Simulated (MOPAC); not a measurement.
Input for MOPAC: PM7 on diethyl sulfide (SMILES CCSCC).

```
PM7 1SCF PRECISE CHARGE=0 THREADS=1
C4H10S

C     -1.98157326 1    -0.14309875 1     0.29729737 1
C     -1.07931705 1     1.02949991 1    -0.05907199 1
S      0.10159828 1     0.70412660 1    -1.40819006 1
C      1.13919910 1    -0.61437275 1    -0.69720847 1
C      1.93079922 1    -0.20889466 1     0.53770395 1
H     -2.70382088 1     0.15149764 1     1.06296535 1
H     -1.40906741 1    -0.98290858 1     0.69357996 1
H     -2.52910187 1    -0.49214140 1    -0.57880320 1
H     -1.66954456 1     1.86865619 1    -0.43096560 1
H     -0.53697920 1     1.38882020 1     0.81670257 1
H      0.52208599 1    -1.49176300 1    -0.49824675 1
H      1.81209522 1    -0.88050419 1    -1.51406156 1
H      1.27271341 1     0.03770621 1     1.37208502 1
H      2.55367409 1     0.66203086 1     0.33110511 1
H      2.57723894 1    -1.02865430 1     0.86140698 1
```

The log:

```
*******************************************************************************
 **                                                                           **
 **                              MOPAC v23.2.5                                **
 **                                                                           **
 *******************************************************************************
 ** MOPAC's Digital Object Identifier: https://doi.org/10.5281/zenodo.6511958 **
 **                                                                           **
 ** Please cite the open-source release paper for use of this MOPAC version:  **
 ** J. E. Moussa and J. J. P. Stewart (2026)                                  **
 ** MOPAC: An open-source semiempirical molecular orbital program             **
 ** J. Open Source Softw., 11(119), 8025, https://doi.org/10.21105/joss.08025 **
 *******************************************************************************

                              PM7 CALCULATION RESULTS

 *******************************************************************************
 *  PM7        - The PM7 Hamiltonian to be used
 *
 *
 *
 *                 CHARGE ON SYSTEM = 0
 *
 *
 *
 *  PRECISE    - TIGHTER CRITERIA TO BE USED
 *  1SCF       - DO 1 SCF AND THEN STOP
 *  THREADS=1  - MULTI-THREADING NOT USED
 *  T=         - A TIME OF 172800.0 SECONDS REQUESTED
 *  DUMP=N     - RESTART FILE WRITTEN EVERY 7200.0 SECONDS REQUESTED
 *******************************************************************************
PM7 1SCF PRECISE CHARGE=0 THREADS=1
 C4H10S

   ATOM   CHEMICAL          X               Y               Z
  NUMBER   SYMBOL      (ANGSTROMS)     (ANGSTROMS)     (ANGSTROMS)

     1       C         -1.98157326  *  -0.14309875  *   0.29729737  *
     2       C         -1.07931705  *   1.02949991  *  -0.05907199  *
     3       S          0.10159828  *   0.70412660  *  -1.40819006  *
     4       C          1.13919910  *  -0.61437275  *  -0.69720847  *
     5       C          1.93079922  *  -0.20889466  *   0.53770395  *
     6       H         -2.70382088  *   0.15149764  *   1.06296535  *
     7       H         -1.40906741  *  -0.98290858  *   0.69357996  *
     8       H         -2.52910187  *  -0.49214140  *  -0.57880320  *
     9       H         -1.66954456  *   1.86865619  *  -0.43096560  *
    10       H         -0.53697920  *   1.38882020  *   0.81670257  *
    11       H          0.52208599  *  -1.49176300  *  -0.49824675  *
    12       H          1.81209522  *  -0.88050419  *  -1.51406156  *
    13       H          1.27271341  *   0.03770621  *   1.37208502  *
    14       H          2.55367409  *   0.66203086  *   0.33110511  *
    15       H          2.57723894  *  -1.02865430  *   0.86140698  *



          CARTESIAN COORDINATES

    NO.       ATOM           X           Y           Z

     1         C         -1.9816     -0.1431      0.2973
     2         C         -1.0793      1.0295     -0.0591
     3         S          0.1016      0.7041     -1.4082
     4         C          1.1392     -0.6144     -0.6972
     5         C          1.9308     -0.2089      0.5377
     6         H         -2.7038      0.1515      1.0630
     7         H         -1.4091     -0.9829      0.6936
     8         H         -2.5291     -0.4921     -0.5788
     9         H         -1.6695      1.8687     -0.4310
    10         H         -0.5370      1.3888      0.8167
    11         H          0.5221     -1.4918     -0.4982
    12         H          1.8121     -0.8805     -1.5141
    13         H          1.2727      0.0377      1.3721
    14         H          2.5537      0.6620      0.3311
    15         H          2.5772     -1.0287      0.8614

 General Reference for PM7:
 "Optimization of Parameters for Semiempirical Methods VI: More Modifications to the
 NDDO Approximations and Re-optimization of Parameters", J. J. P. Stewart, J. Mol. Mod., 1:32, 19 (2013)
 https://link.springer.com/article/10.1007/s00894-012-1667-x

           Empirical Formula: C4 H10 S  =    15 atoms



      MOLECULAR POINT GROUP   :   C2


      RHF CALCULATION, NO. OF DOUBLY OCCUPIED LEVELS = 16


 -------------------------------------------------------------------------------
 PM7 1SCF PRECISE CHARGE=0 THREADS=1
 C4H10S



     1SCF WAS SPECIFIED, SO BFGS WAS NOT USED
     SCF FIELD WAS ACHIEVED


                              PM7 CALCULATION
                                                       MOPAC v23.2.5 Linux




          FINAL HEAT OF FORMATION =        -18.77920 KCAL/MOL =     -78.57216 KJ/MOL


          COSMO AREA              =        136.11 SQUARE ANGSTROMS
          COSMO VOLUME            =        129.59 CUBIC ANGSTROMS

          IONIZATION POTENTIAL    =          8.468322 EV
          HOMO LUMO ENERGIES (EV) =         -8.468  0.235
          NO. OF FILLED LEVELS    =         16
          MOLECULAR WEIGHT        =         90.1830         POINT GROUP:  C2

          MOLECULAR DIMENSIONS (Angstroms)

            Atom       Atom       Distance
            H    15    H     6     5.41507
            H    13    H    12     2.96126
            H     9    H     7     2.93423


          SCF CALCULATIONS        =          1





   ATOM   CHEMICAL          X               Y               Z
  NUMBER   SYMBOL      (ANGSTROMS)     (ANGSTROMS)     (ANGSTROMS)

     1       C         -1.98157326  *  -0.14309875  *   0.29729737  *
     2       C         -1.07931705  *   1.02949991  *  -0.05907199  *
     3       S          0.10159828  *   0.70412660  *  -1.40819006  *
     4       C          1.13919910  *  -0.61437275  *  -0.69720847  *
     5       C          1.93079922  *  -0.20889466  *   0.53770395  *
     6       H         -2.70382088  *   0.15149764  *   1.06296535  *
     7       H         -1.40906741  *  -0.98290858  *   0.69357996  *
     8       H         -2.52910187  *  -0.49214140  *  -0.57880320  *
     9       H         -1.66954456  *   1.86865619  *  -0.43096560  *
    10       H         -0.53697920  *   1.38882020  *   0.81670257  *
    11       H          0.52208599  *  -1.49176300  *  -0.49824675  *
    12       H          1.81209522  *  -0.88050419  *  -1.51406156  *
    13       H          1.27271341  *   0.03770621  *   1.37208502  *
    14       H          2.55367409  *   0.66203086  *   0.33110511  *
    15       H          2.57723894  *  -1.02865430  *   0.86140698  *

                             CARTESIAN COORDINATES

   1    C       -1.981573260    -0.143098750     0.297297370
   2    C       -1.079317050     1.029499910    -0.059071990
   3    S        0.101598280     0.704126600    -1.408190060
   4    C        1.139199100    -0.614372750    -0.697208470
   5    C        1.930799220    -0.208894660     0.537703950
   6    H       -2.703820880     0.151497640     1.062965350
   7    H       -1.409067410    -0.982908580     0.693579960
   8    H       -2.529101870    -0.492141400    -0.578803200
   9    H       -1.669544560     1.868656190    -0.430965600
  10    H       -0.536979200     1.388820200     0.816702570
  11    H        0.522085990    -1.491763000    -0.498246750
  12    H        1.812095220    -0.880504190    -1.514061560
  13    H        1.272713410     0.037706210     1.372085020
  14    H        2.553674090     0.662030860     0.331105110
  15    H        2.577238940    -1.028654300     0.861406980


           Empirical Formula: C4 H10 S  =    15 atoms



      MOLECULAR POINT GROUP   :   C2


                  EIGENVALUES
 -29.46036 -26.91158 -24.13373 -21.77932 -19.31842 -16.12951 -15.77249 -14.54566
 -14.42176 -13.88236 -13.37969 -12.61770 -12.33616 -11.44395 -10.38001  -8.46832
   0.23527   0.57221   1.18084   1.27849   1.33515   2.12788   2.69174   4.05631
   4.06426   5.19735   5.32142   5.59172   5.60919   5.79871   5.83346   6.16873
   6.22571   6.80605   6.83530


              NET ATOMIC CHARGES AND DIPOLE CONTRIBUTIONS

  ATOM NO.   TYPE          CHARGE      No. of ELECS.   s-Pop       p-Pop       d-Pop
    1          C          -0.433234        4.4332     1.04955     3.38369
    2          C          -0.301937        4.3019     1.07082     3.23112
    3          S          -0.052670        6.0527     1.89961     4.03973     0.11333
    4          C          -0.301936        4.3019     1.07082     3.23111
    5          C          -0.433234        4.4332     1.04954     3.38369
    6          H           0.148271        0.8517     0.85173
    7          H           0.146050        0.8539     0.85395
    8          H           0.156144        0.8439     0.84386
    9          H           0.159506        0.8405     0.84049
   10          H           0.151535        0.8485     0.84847
   11          H           0.151535        0.8485     0.84847
   12          H           0.159506        0.8405     0.84049
   13          H           0.146051        0.8539     0.85395
   14          H           0.156143        0.8439     0.84386
   15          H           0.148271        0.8517     0.85173
 DIPOLE           X         Y         Z       TOTAL
 POINT-CHG.    -0.076    -0.526     1.091     1.213
 HYBRID        -0.051    -0.352     0.731     0.813
 SUM           -0.127    -0.878     1.822     2.026


          ATOMIC ORBITAL ELECTRON POPULATIONS

     Atom    s        px        py        pz      x^2-y^2     xz        z^2       yz        xy
    1  C   1.04955   1.12424   1.08843   1.17101
    2  C   1.07082   1.06690   1.08059   1.08363
    3  S   1.89961   1.29880   1.48465   1.25629   0.01099   0.04056   0.01232   0.01555   0.03390
    4  C   1.07082   1.09161   1.06825   1.07126
    5  C   1.04954   1.13811   1.17001   1.07556
    6  H   0.85173
    7  H   0.85395
    8  H   0.84386
    9  H   0.84049
   10  H   0.84847
   11  H   0.84847
   12  H   0.84049
   13  H   0.85395
   14  H   0.84386
   15  H   0.85173

 **********************
 *                    *
 * JOB ENDED NORMALLY *
 *                    *
 **********************




 == MOPAC DONE ==
```

The run finished.

Cost: roughly 0.020 core-seconds.
